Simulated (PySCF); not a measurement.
# Radial density of Sn²⁺ (tin, charge +2)

UHF, [Kr] 4d9 5s2 6s1, 6s spin antiparallel (an excited configuration). All numbers are calculated (PySCF 2.14, the non-relativistic Hamiltonian (point nucleus), in dyall-av2z (22s16p12d, 130 functions)).

```
r (bohr)  4πr²ρ (e/bohr)  4πr²(ρα − ρβ)
0.000539          0.3043         0.0000
0.000907          0.8298         0.0000
 0.00152           2.207        -0.0001
 0.00256           5.628        -0.0003
 0.00431           13.37        -0.0008
 0.00726           28.22        -0.0016
  0.0122           48.98        -0.0025
  0.0205           62.53        -0.0023
  0.0345           56.67         0.0002
  0.0581           62.39         0.0086
  0.0977           81.07         0.0837
   0.164           58.07         0.2966
   0.276           67.05         0.1860
   0.465           26.78         0.0886
   0.782           23.29         1.1204
    1.32           9.083         0.5572
    2.21           1.657         0.0052
    3.72          0.3350        -0.2011
    6.26          0.1514        -0.1509
    10.5        0.006550        -0.0065
```

A non-relativistic calculation at this Z misses sizeable relativistic shifts. The outer electron is Rydberg-like, and this basis confines it to a smaller radius and binds it less than a complete one would. With the s spin flipped the determinant is a mixture of two multiplicities, not a spectroscopic state.
